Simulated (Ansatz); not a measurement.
Born–Oppenheimer molecular dynamics of AlCl2FH4Si (9 atoms, charge 0, multiplicity 1). It starts at the highest image of a converged band, a first-order saddle point between two minima.

Theory: RKS PBE0-D4/6-31G* (Ansatz).

```yaml
ensemble: NVE (velocity Verlet)
time_step: 0.5 fs
steps_asked: 143
starting_velocities_drawn_for: 300 K
seed: 3511
```

First frame:

```xyz
9
Properties=species:S:1:pos:R:3
Al -0.030 -0.303 -0.058
F 0.140 0.364 1.661
Cl 1.654 0.139 -1.217
Cl -1.954 0.092 -0.783
Si 0.154 -2.632 1.014
H -0.438 -3.272 -0.198
H 1.545 -3.124 1.191
H -0.677 -3.040 2.183
H 0.158 -0.742 1.737
```

**Question.** How far do the bonds stretch over the last three quarters of this one trajectory? (Pairs bonded in most of those frames.)

**Answer.** 
| bond | mean (Å) | spread (Å) | shortest | longest |
| --- | --- | --- | --- | --- |
| Al1–F2 | 1.648 | 0.057 | 1.57 | 1.74 |
| Al1–Cl3 | 2.097 | 0.028 | 2.06 | 2.15 |
| Al1–Cl4 | 2.101 | 0.015 | 2.08 | 2.13 |
| Si5–H6 | 1.494 | 0.036 | 1.44 | 1.55 |
| Si5–H7 | 1.493 | 0.024 | 1.45 | 1.54 |
| Si5–H8 | 1.486 | 0.022 | 1.45 | 1.52 |
| Si5–H9 | 1.494 | 0.083 | 1.37 | 1.63 |

Mean temperature of the second half: 1648 K. The conserved energy stayed within 0.22 meV per atom of its start (net change -0.053 meV per atom), so the integration is sound. The kinetic energy rose, since the run started high on the potential surface and went downhill. It ends in pieces (AlCl2F + H4Si), so much of that is their flight and rotation, not heat. A run of 0.071 ps of so small a system gives no equilibrium averages. The orbitals stay closed-shell, which can raise the energy where a bond breaks towards radicals; this wasn't checked here.

Run time: 8.3 min on 2 threads of Arm Neoverse V2, with other jobs on the host, peak memory 0.22 GiB.
